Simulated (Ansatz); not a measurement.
Cartesian coordinates in Å:
```
C 0.4930 0.0286 -2.1260
C 0.3827 -0.1416 -0.9366
B 0.2708 -0.3821 0.5674
N -0.6632 0.3142 1.3216
H 0.5921 0.1772 -3.1763
H 0.9850 -1.1715 1.1123
H -0.7671 0.1840 2.3125
H -1.2932 0.9912 0.9252
```

Total charge 0; spin multiplicity 1.

List the PBE/def2-TZVPP orbital energies in eV (the Gaussian-basis code of Ansatz). (An estimate is asked.)

Ansatz gave: Occupied: -380.77, -268.84, -268.47, -176.86, -21.84, -18.22, -13.95, -12.91, -12.62, -10.60, -8.52, -7.86, -6.67, -6.63. Lowest empty: -1.66, -0.32, 0.69, 1.36, 1.63, 1.74, 1.76, 3.07.
